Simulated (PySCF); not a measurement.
# Orbital picture of CuCl

PBE0 at R = 2.058 Å; Cu cc-pVDZ-PP with ECP10, Cl cc-pV(D+d)Z; scalar-relativistic core potentials (PySCF 2.14). State: ³Σ⁺ (triplet), unpaired electrons σ ↑↑, a second solution, started from another occupation. Only the outer orbitals are listed, counted within each symmetry, core potentials removing the inner ones.

| spin | orbital | occ. | ε (eV) | on Cu (%) | main shells (%) |
| --- | --- | --- | --- | --- | --- |
| α | 3π | 1 | -13.34 | 97 | 97 Cu d |
| α | 3π | 1 | -13.34 | 97 | 97 Cu d |
| α | 1δ | 1 | -12.54 | 100 | 100 Cu d |
| α | 1δ | 1 | -12.54 | 100 | 100 Cu d |
| α | 8σ | 1 | -10.71 | 32 | 66 Cl p, 23 Cu s |
| α | 4π | 1 | -8.88 | 8 | 92 Cl p |
| α | 4π | 1 | -8.88 | 8 | 92 Cl p |
| α | 9σ | 1 | -6.14 | 88 | 66 Cu s, 21 Cu p, 12 Cl p |
| α | 5π | 0 | -0.70 | 97 | 96 Cu p |
| α | 5π | 0 | -0.70 | 97 | 96 Cu p |
| α | 10σ | 0 | 1.42 | 106 | 90 Cu p, 14 Cu s |
| β | 3π | 1 | -12.77 | 96 | 96 Cu d |
| β | 3π | 1 | -12.77 | 96 | 96 Cu d |
| β | 1δ | 1 | -11.68 | 100 | 100 Cu d |
| β | 1δ | 1 | -11.60 | 100 | 100 Cu d |
| β | 7σ | 1 | -10.97 | 32 | 64 Cl p, 18 Cu d, 10 Cu s |
| β | 4π | 1 | -8.76 | 8 | 92 Cl p |
| β | 4π | 1 | -8.76 | 8 | 92 Cl p |
| β | 8σ | 0 | -5.43 | 92 | 72 Cu d, 19 Cu s, 8 Cl p |
| β | 9σ | 0 | -2.74 | 88 | 67 Cu s, 14 Cu p, 12 Cl p |
| β | 5π | 0 | 0.30 | 97 | 97 Cu p |

**Question.** Which are the highest filled and the lowest empty level, where do they sit, and how wide is the gap?

**Answer.** Highest filled α 9σ at -6.14 eV (in %: 66 Cu s, 21 Cu p, 12 Cl p); lowest empty β 8σ at -5.43 eV (in %: 72 Cu d, 19 Cu s, 8 Cl p); the gap at PBE0 is 0.71 eV.

```json
{
 "bond order (Mayer)": "1.11",
 "⟨S²⟩": "2.003",
 "charge on Cu (Mulliken, basis-dependent)": "0.27",
 "charge on Cu (Löwdin, basis-dependent)": "0.04",
 "dipole moment (positive dipole means Cu(−)Cl(+))": "-1.75 D"
}
```

Shares are Mulliken populations and can fall outside 0 to 100 %.
